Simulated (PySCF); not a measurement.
## Calculated data, AlBH2N

Computed with PySCF 2.14.0. Calculation on a computer-drawn molecule: vertical ionisation energy to the stated ion spin, frozen-core CCSD(T) at the basis limit and cheaper methods, single-reference cases, UHF for radicals, no spin-orbit; all values are single points at the evaluated structure, the first of each entry, which is the reference or a displaced copy of it and isn't optimised; the reference structure only sets the zero of the energies above reference; triples share is (T) over the correlation energy.

Common to all runs: charge 0; multiplicity 2; ion multiplicity 1; diffuse functions no; basis cc-pV(n+d)Z; reference is the Hartree-Fock double-zeta minimum; best is HF at quadruple zeta + MP2 correlation extrapolated from triple and quadruple zeta + CCSD(T) minus MP2 at triple zeta; basis step is the size of the change from the same recipe one zeta lower.

(1) AlBH2N

Evaluated structure:
```xyz
5
AlBH2N
B     -2.5760    -0.4708     1.7560
N     -2.2002    -0.4520     0.5295
Al    -1.7319    -0.3770    -1.1924
H     -2.9991    -0.4908     3.0998
H     -0.4219    -1.2429    -1.6127
```

Reference structure:
```xyz
5
AlBH2N
B     -2.5761    -0.4611     1.7415
N     -2.1902    -0.4807     0.5548
Al    -1.7383    -0.4387    -1.1639
H     -2.9337    -0.4466     2.8584
H     -0.4335    -1.2335    -1.6168
```

* ionisation energy best: 7.635 eV
* ionisation energy basis step: 0.0155 eV
* energy above reference best: 12.67 kcal/mol
* energy above reference basis step: 0.4075 kcal/mol
* total energy HF triple zeta: -322.2447 hartree
* total energy CCSD(T) triple zeta: -322.6307 hartree
* total energy best: -322.6793 hartree
* T1 diagnostic at triple zeta: 0.01847
* D1 diagnostic at triple zeta: 0.04311
* spin squared at triple zeta: 0.7564
* ion T1 diagnostic at triple zeta: 0.0177
* ion D1 diagnostic at triple zeta: 0.04114
* triples share at triple zeta: 0.04725
* basis functions triple zeta: 127
* dipole magnitude HF at triple zeta: 1.602 debye
* dipole magnitude CCSD unrelaxed at triple zeta: 0.9443 debye
* dipole magnitude PBE at triple zeta: 0.8753 debye
* dipole magnitude r2SCAN at triple zeta: 1.056 debye
* dipole magnitude B3LYP at triple zeta: 1.025 debye
* dipole magnitude wB97X at triple zeta: 1.205 debye

Drawn bonds:
| atom | other atom | order |
| --- | --- | --- |
| 1 | 2 | 2 |
| 2 | 3 | 1 |
| 1 | 4 | 1 |
| 3 | 5 | 1 |

Triple zeta:
| method | ionisation energy (eV) | energy above reference (kcal/mol) |
| --- | --- | --- |
| HF | 7.361 | 15.58 |
| PBE | 7.613 | 11.01 |
| r2SCAN | 7.742 | 12.78 |
| B3LYP | 7.686 | 13.29 |
| wB97X | 7.585 | 13.16 |
| MP2 | 7.582 | 12.83 |
| CCSD | 7.592 | 12.75 |
| CCSD(T) | 7.608 | 12.07 |

(2) AlBH2N

Evaluated structure:
```xyz
5
AlBH2N
B     -2.5760    -0.4708     1.7560
N     -2.2002    -0.4520     0.5295
Al    -1.7319    -0.3770    -1.1924
H     -3.0228    -0.4919     3.1752
H     -0.4219    -1.2429    -1.6127
```

Reference structure:
```xyz
5
AlBH2N
B     -2.5761    -0.4611     1.7415
N     -2.1902    -0.4807     0.5548
Al    -1.7383    -0.4387    -1.1639
H     -2.9337    -0.4466     2.8584
H     -0.4335    -1.2335    -1.6168
```

* ionisation energy best: 7.641 eV
* ionisation energy basis step: 0.0152 eV
* energy above reference best: 19.78 kcal/mol
* energy above reference basis step: 0.4505 kcal/mol
* total energy HF triple zeta: -322.2321 hartree
* total energy CCSD(T) triple zeta: -322.6195 hartree
* total energy best: -322.6680 hartree
* T1 diagnostic at triple zeta: 0.01857
* D1 diagnostic at triple zeta: 0.04304
* spin squared at triple zeta: 0.7564
* ion T1 diagnostic at triple zeta: 0.01783
* ion D1 diagnostic at triple zeta: 0.04126
* triples share at triple zeta: 0.04753
* basis functions triple zeta: 127
* dipole magnitude HF at triple zeta: 1.555 debye
* dipole magnitude CCSD unrelaxed at triple zeta: 0.9078 debye
* dipole magnitude PBE at triple zeta: 0.836 debye
* dipole magnitude r2SCAN at triple zeta: 1.014 debye
* dipole magnitude B3LYP at triple zeta: 0.9864 debye
* dipole magnitude wB97X at triple zeta: 1.163 debye

Drawn bonds:
| atom | other atom | order |
| --- | --- | --- |
| 1 | 2 | 2 |
| 2 | 3 | 1 |
| 1 | 4 | 1 |
| 3 | 5 | 1 |

Triple zeta:
| method | ionisation energy (eV) | energy above reference (kcal/mol) |
| --- | --- | --- |
| HF | 7.369 | 23.49 |
| PBE | 7.619 | 17.78 |
| r2SCAN | 7.749 | 19.95 |
| B3LYP | 7.692 | 20.53 |
| wB97X | 7.592 | 20.46 |
| MP2 | 7.588 | 20.26 |
| CCSD | 7.599 | 19.9 |
| CCSD(T) | 7.615 | 19.11 |

(3) AlBH2N

Evaluated structure:
```xyz
5
AlBH2N
B     -2.5760    -0.4708     1.7560
N     -2.2002    -0.4520     0.5295
Al    -1.7319    -0.3770    -1.1924
H     -3.0765    -0.4945     3.3459
H     -0.4219    -1.2429    -1.6127
```

Reference structure:
```xyz
5
AlBH2N
B     -2.5761    -0.4611     1.7415
N     -2.1902    -0.4807     0.5548
Al    -1.7383    -0.4387    -1.1639
H     -2.9337    -0.4466     2.8584
H     -0.4335    -1.2335    -1.6168
```

- ionisation energy best: 7.657 eV
- ionisation energy basis step: 0.01468 eV
- energy above reference best: 37.45 kcal/mol
- energy above reference basis step: 0.5498 kcal/mol
- total energy HF triple zeta: -322.2000 hartree
- total energy CCSD(T) triple zeta: -322.5915 hartree
- total energy best: -322.6398 hartree
- T1 diagnostic at triple zeta: 0.01899
- D1 diagnostic at triple zeta: 0.04281
- spin squared at triple zeta: 0.7565
- ion T1 diagnostic at triple zeta: 0.01826
- ion D1 diagnostic at triple zeta: 0.04154
- triples share at triple zeta: 0.0483
- basis functions triple zeta: 127
- dipole magnitude HF at triple zeta: 1.441 debye
- dipole magnitude CCSD unrelaxed at triple zeta: 0.8211 debye
- dipole magnitude PBE at triple zeta: 0.7288 debye
- dipole magnitude r2SCAN at triple zeta: 0.9033 debye
- dipole magnitude B3LYP at triple zeta: 0.8853 debye
- dipole magnitude wB97X at triple zeta: 1.057 debye

Drawn bonds:
| atom | other atom | order |
| --- | --- | --- |
| 1 | 2 | 2 |
| 2 | 3 | 1 |
| 1 | 4 | 1 |
| 3 | 5 | 1 |

Triple zeta:
| method | ionisation energy (eV) | energy above reference (kcal/mol) |
| --- | --- | --- |
| HF | 7.387 | 43.62 |
| PBE | 7.632 | 34.94 |
| r2SCAN | 7.764 | 38.03 |
| B3LYP | 7.706 | 38.68 |
| wB97X | 7.607 | 39.12 |
| MP2 | 7.602 | 39.03 |
| CCSD | 7.614 | 37.78 |
| CCSD(T) | 7.631 | 36.68 |

(4) AlBH2N

Evaluated structure:
```xyz
5
AlBH2N
B     -2.5760    -0.4708     1.7560
N     -2.2002    -0.4520     0.5295
Al    -1.7319    -0.3770    -1.1924
H     -3.1132    -0.4962     3.4622
H     -0.4219    -1.2429    -1.6127
```

Reference structure:
```xyz
5
AlBH2N
B     -2.5761    -0.4611     1.7415
N     -2.1902    -0.4807     0.5548
Al    -1.7383    -0.4387    -1.1639
H     -2.9337    -0.4466     2.8584
H     -0.4335    -1.2335    -1.6168
```

- ionisation energy best: 7.668 eV
- ionisation energy basis step: 0.001933 eV
- energy above reference best: 49.47 kcal/mol
- energy above reference basis step: 1.01 kcal/mol
- total energy HF triple zeta: -322.1774 hartree
- total energy CCSD(T) triple zeta: -322.5723 hartree
- total energy best: -322.6207 hartree
- T1 diagnostic at triple zeta: 0.02227
- D1 diagnostic at triple zeta: 0.0524
- spin squared at triple zeta: 0.768
- ion T1 diagnostic at triple zeta: 0.01872
- ion D1 diagnostic at triple zeta: 0.04174
- triples share at triple zeta: 0.04894
- basis functions triple zeta: 127
- dipole magnitude HF at triple zeta: 1.353 debye
- dipole magnitude CCSD unrelaxed at triple zeta: 0.7627 debye
- dipole magnitude PBE at triple zeta: 0.6398 debye
- dipole magnitude r2SCAN at triple zeta: 0.814 debye
- dipole magnitude B3LYP at triple zeta: 0.808 debye
- dipole magnitude wB97X at triple zeta: 0.9802 debye

Drawn bonds:
| atom | other atom | order |
| --- | --- | --- |
| 1 | 2 | 2 |
| 2 | 3 | 1 |
| 1 | 4 | 1 |
| 3 | 5 | 1 |

Triple zeta:
| method | ionisation energy (eV) | energy above reference (kcal/mol) |
| --- | --- | --- |
| HF | 7.399 | 57.84 |
| PBE | 7.641 | 46.88 |
| r2SCAN | 7.775 | 50.57 |
| B3LYP | 7.715 | 51.27 |
| wB97X | 7.618 | 52.29 |
| MP2 | 7.594 | 52.48 |
| CCSD | 7.623 | 50.05 |
| CCSD(T) | 7.641 | 48.68 |

(5) AlBH2N

Evaluated structure:
```xyz
5
AlBH2N
B     -2.4913    -0.5253     1.7957
N     -2.0989    -0.4600     0.5738
Al    -1.7626    -0.6355    -1.0816
H     -3.0728    -0.4892     2.7922
H     -0.4608    -1.0199    -1.6791
```

Reference structure:
```xyz
5
AlBH2N
B     -2.5761    -0.4611     1.7415
N     -2.1902    -0.4807     0.5548
Al    -1.7383    -0.4387    -1.1639
H     -2.9337    -0.4466     2.8584
H     -0.4335    -1.2335    -1.6168
```

- dipole magnitude PBE at triple zeta: ?
- total energy HF triple zeta: ?

Drawn bonds:
| atom | other atom | order |
| --- | --- | --- |
| 1 | 2 | 2 |
| 2 | 3 | 1 |
| 1 | 4 | 1 |
| 3 | 5 | 1 |

To be estimated
1. Estimate the dipole magnitude PBE at triple zeta of AlBH2N (entry 5).
2. AlBH2N (entry 5): total energy HF triple zeta?

## Answers
1. 1.24 debye
2. -322.2576 hartree

Further results for AlBH2N (entry 5):

- ionisation energy best: 7.075 eV
- ionisation energy basis step: 0.0119 eV
- energy above reference best: 6.737 kcal/mol
- energy above reference basis step: 0.2622 kcal/mol
- total energy CCSD(T) triple zeta: -322.6395 hartree
- total energy best: -322.6887 hartree
- T1 diagnostic at triple zeta: 0.01863
- D1 diagnostic at triple zeta: 0.04915
- spin squared at triple zeta: 0.7548
- ion T1 diagnostic at triple zeta: 0.01589
- ion D1 diagnostic at triple zeta: 0.03499
- triples share at triple zeta: 0.04591
- basis functions triple zeta: 127
- dipole magnitude HF at triple zeta: 2.283 debye
- dipole magnitude CCSD unrelaxed at triple zeta: 1.491 debye
- dipole magnitude r2SCAN at triple zeta: 1.453 debye
- dipole magnitude B3LYP at triple zeta: 1.454 debye
- dipole magnitude wB97X at triple zeta: 1.793 debye

Triple zeta:
| method | ionisation energy (eV) | energy above reference (kcal/mol) |
| --- | --- | --- |
| HF | 6.682 | 7.511 |
| PBE | 7.119 | 6.764 |
| r2SCAN | 7.205 | 6.416 |
| B3LYP | 7.137 | 6.746 |
| wB97X | 6.971 | 7.012 |
| MP2 | 7.001 | 6.373 |
| CCSD | 7.013 | 6.78 |
| CCSD(T) | 7.047 | 6.536 |
